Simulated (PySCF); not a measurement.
Compound: diethylsilane, C₄H₁₂Si.
Atom-mapped SMILES: `[CH3:1][CH2:2][SiH2:3][CH2:4][CH3:5]` (hydrogens: H6, H7, H8 on C1; H9, H10 on C2; H11, H12 on Si3; H13, H14 on C4; H15, H16, H17 on C5)

Geometry (PBE0-D3(BJ)/def2-SVP, Å), atoms numbered from 1 in this order:
```
atom  x, y, z in Å
C1     2.8672    0.0604    0.0075
C2     1.5323   -0.6634    0.1565
Si3    0.0223    0.4628    0.0325
C4    -1.5917   -0.4963    0.2271
C5    -2.8479    0.3651    0.1354
H6     2.9979    0.8319    0.7830
H7     2.9466    0.5657   -0.9682
H8     3.7206   -0.6317    0.0876
H9     1.4831   -1.1883    1.1269
H10    1.4307   -1.4488   -0.6133
H11    0.0298    1.1635   -1.2952
H12    0.1027    1.5251    1.0901
H13   -1.6086   -1.2865   -0.5444
H14   -1.5555   -1.0255    1.1957
H15   -2.9143    0.8817   -0.8354
H16   -2.8635    1.1417    0.9167
H17   -3.7655   -0.2333    0.2508
```

The calculation used TDDFT CAM-B3LYP/def2-SVPD, vertical, gas phase, core orbitals frozen in the response (PySCF 2.14.0, density-fitted response routines).

Ground-to-excited transition dipoles (e·a0, same axes as the geometry; the sign carries no meaning), for the states with f of 0.002 or more among the lowest 9:

| state | E (eV) | μx | μy | μz |
| --- | --- | --- | --- | --- |
| S1 | 7.719 | -0.226 | 0.013 | 0.005 |
| S2 | 7.921 | 0.011 | 0.230 | -0.035 |
| S4 | 8.305 | 0.005 | 0.107 | -0.017 |
| S5 | 8.569 | 0.015 | 0.070 | 0.463 |
| S7 | 8.710 | 0.486 | -0.027 | -0.011 |
| S8 | 9.069 | 0.045 | 1.014 | -0.154 |
| S9 | 9.100 | 1.322 | -0.067 | -0.030 |

Problem. Work out the oscillator strengths.

Solution. f = (2/3) ΔE |μ|² with ΔE in hartree (27.2114 eV).

```tsv
state	|μ|² (au)	|μ| (D)	f
S1	0.051	0.58	0.010
S2	0.054	0.59	0.011
S4	0.012	0.28	0.002
S5	0.220	1.19	0.046
S7	0.237	1.24	0.051
S8	1.054	2.61	0.234
S9	1.753	3.37	0.391
```

Problem. What is the point group, and which symmetry does each of these states have?

Solution. C2v. Polarised along the twofold axis, so A1: S2, S4 and S8. Polarised across the twofold axis, so B1 or B2: S1, S5, S7 and S9. Which of B1 and B2 hangs on the choice of axes; S1, S7 and S9 take one label and S5 the other.

Problem. What angle do the transition dipoles of S5 and S9 make?

Solution. |cos θ| = |μa·μb| / (|μa| |μb|) = 0.00, so θ ≈ 90° (taken between 0 and 90°, since the signs are arbitrary).

Problem. How is the summed strength of these states shared among x, y and z?

Solution. (2/3) Σ ΔE μα² gives 0.450 for x, 0.243 for y and 0.051 for z, 0.745 in all.

Problem. What peak molar absorption coefficient would the strongest computed level give as a lone Gaussian band 0.3 eV wide at half height?

Solution. ε(max) = 2.175×10⁸ f / FWHM, with the width in cm⁻¹. S9: 2.175×10⁸ × 0.3909 / 2420 ≈ 35000 L mol⁻¹ cm⁻¹.

All these states lie below the vertical ionisation energy of 10.16 eV (ΔSCF).

On one thread of an Arm Neoverse V1, shared host, this took 1.8 min wall.

One conformer stands for the species.

Without π bonds the low states may be Rydberg-like; a valence basis with one diffuse set may place them up to an eV too high.
